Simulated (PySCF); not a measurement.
**H₂WO: from structure and modes to constants**

Computed with PySCF, UPBE0, basis W def2-TZVP with ECP60, O def2-TZVP, H def2-TZVP (scalar-relativistic core potentials, no spin–orbit coupling, density fitting).

The triplet minimum has C2v symmetry. Masses (u): W 183.95093, O 15.99492, H 1.00782.

```xyz
4
charge 0 multiplicity 3, angstrom
W     0.0000    0.0000   -0.1249
O     0.0000    0.0000    1.5507
H     1.5656    0.0000   -0.9055
H    -1.5656    0.0000   -0.9055
```

Harmonic wavenumbers (cm⁻¹): 310.7 (b1, ×1), 524.7 (b2, ×1), 788.7 (a1, ×1), 1074.5 (a1, ×1), 1885.3 (b2, ×1), 1917.5 (a1, ×1).

Q: Find the principal moments of inertia and the rotational constants. What kind of rotor is it?

A: About the centre of mass I = 4.9407, 42.987, 47.928 u Å². With B = 16.8576/I this gives 3.412, 0.3922, 0.3517 cm⁻¹. The molecule is an asymmetric top with κ = -0.97.

Q: What is the harmonic zero-point energy?

A: Half the sum of all 6 wavenumbers, 6501/2 = 3251 cm⁻¹, which is 38.9 kJ/mol (1 cm⁻¹ = 0.0119627 kJ/mol).

Q: Give the standard entropy (298.15 K, 1 bar) by its translational, rotational, vibrational and spin parts, and Cp.

A: Sackur–Tetrode with M = 201.96 u gives 175.1; rotation with symmetry number 2 gives 81.1; vibration 9.4; spin R ln 3 = 9.1. The total is 274.7 J/(mol K), and Cp = 4 R + 16.1 = 49.4 J/(mol K).

Other isomers or separated fragments may lie lower. Other spin states or occupations of the open shell can lie lower. No spin–orbit coupling is included, which matters more the heavier the element.
